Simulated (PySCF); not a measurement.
# Removing an electron from `FB(F)C=S`

Compound: CHBF2S.
SMILES with atom numbers: `[F:1][B:2]([F:3])[CH:4]=[S:5]` (hydrogens: H6 on C4)

Geometry (PBE0-D3(BJ)/def2-SVP, Å), atoms numbered from 1 in this order:
```
atom  x, y, z in Å
F1     1.148    1.397    0.244
B2     0.729    0.156    0.272
F3     1.554   -0.760    0.736
C4    -0.705   -0.258   -0.230
S5    -1.712    0.775   -0.961
H6    -1.011   -1.308   -0.081
```

Level: PBE0/def2-SVPD (PySCF). Frontier orbitals with their largest atomic shares (Löwdin; up to four atoms above 4 %):

```csv
orbital,ε (eV),main atoms
HOMO−3,-12.14,"F1 45 %, C4 22 %, S5 13 %, H6 9 %"
HOMO−2,-11.29,"S5 45 %, C4 28 %, F3 13 %, B2 9 %"
HOMO−1,-9.80,"S5 48 %, C4 40 %, B2 6 %"
HOMO,-7.09,?
LUMO,-3.72,"S5 44 %, C4 36 %, B2 11 %"
LUMO+1,0.20,"B2 50 %, S5 24 %, C4 9 %, F3 6 %"
LUMO+2,0.87,"B2 30 %, S5 21 %, C4 20 %, F1 14 %"
```

**Question.** What vertical ionisation energy does ΔSCF give, and how far is −ε(HOMO) from it?

**Answer.** ΔSCF: 9.49 eV (916 kJ/mol; threshold wavelength 131 nm); ⟨S²⟩ of the doublet left behind is 0.770, against 0.75 for a pure doublet. −ε(HOMO) is 7.09 eV, 2.40 eV below it. For the exact functional −ε(HOMO) would equal the first vertical ionisation energy; PBE0 (global hybrid, 25 % exact exchange) falls short of its own ΔSCF value by 25 %. Holes in the HOMO−1 and HOMO−2 were tried too where these lie within 1.2 eV of the HOMO; the lowest converged state counts.

**Question.** On which atoms does the HOMO lie?

**Answer.** S5 (thiocarbonyl sulfur) 74 %, C4 (thiocarbonyl carbon) 16 %, so more than half of it is on one atom. The HOMO−1 lies 2.71 eV lower.

**Question.** And the vertical electron affinity, the fundamental gap, Mulliken's electronegativity and the hardness (with the factor ½)?

**Answer.** EA = 1.58 eV by ΔSCF (−ε(LUMO) = 3.72 eV). IE − EA = 7.91 eV against an orbital gap of 3.37 eV; (IE + EA)/2 = 5.54 eV; (IE − EA)/2 = 3.96 eV. Parr's electrophilicity index (IE + EA)²/[8(IE − EA)] is 1.94 eV.

**Question.** With α = 45.8 au, estimate the like-pair dispersion coefficient by London's formula C6 = (3/4)α²I.

**Answer.** I = 0.3488 Eh, so C6 ≈ 548 au, a rough estimate.

**Question.** What kinetic energy would electrons from this vertical process carry with He II light (40.814 eV)?

**Answer.** 40.81 − 9.49 = 31.32 eV.

Geometry: PBE0-D3(BJ)/def2-SVP; no solvent, vibrations or thermal averaging.

The run behind these numbers computed excited states and ΔSCF ions as well. Time: 19 s. Hardware: one thread, x86-64 server, no GPU, on a shared host.
